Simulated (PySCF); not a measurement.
Precursor series Mo Cl-F. Gas-phase values, no solvent.

The LUMO from two functionals at the same geometries (TPSS-D3(BJ)/def2-SVP), both in PySCF: PBE-D3(BJ)/def2-TZVP and B3LYP-D3(BJ)/def2-TZVP. B3LYP has the VWN-RPA correlation part, as in Gaussian. 

```json
[
 {"species": "0 of 6 Cl replaced by F", "B3LYP-D3(BJ)/def2-TZVP (eV)": "-6.08"},
 {"species": "1 of 6 Cl replaced by F ([Mo(Cl)5(F)])", "B3LYP-D3(BJ)/def2-TZVP (eV)": "-6.24"},
 {"species": "2 of 6 Cl replaced by F", "B3LYP-D3(BJ)/def2-TZVP (eV)": "-6.16"},
 {"species": "3 of 6 Cl replaced by F", "B3LYP-D3(BJ)/def2-TZVP (eV)": "-6.35"},
 {"species": "5 of 6 Cl replaced by F ([Mo(Cl)(F)5])", "B3LYP-D3(BJ)/def2-TZVP (eV)": "-6.23"},
 {"species": "6 of 6 Cl replaced by F", "B3LYP-D3(BJ)/def2-TZVP (eV)": "-6.20"}
]
```

What does PBE-D3(BJ)/def2-TZVP give for each?


- 0 of 6 Cl replaced by F: -6.29
- 1 of 6 Cl replaced by F ([Mo(Cl)5(F)]): -6.41
- 2 of 6 Cl replaced by F: -6.34
- 3 of 6 Cl replaced by F: -6.48
- 5 of 6 Cl replaced by F ([Mo(Cl)(F)5]): -6.36
- 6 of 6 Cl replaced by F: -6.31
Over these rows, drawn at random from the members with no instability flagged (it was tested for open shells, ions and some series alone), PBE minus B3LYP-D3(BJ): mean -0.16 eV, from -0.20 eV to -0.11 eV.
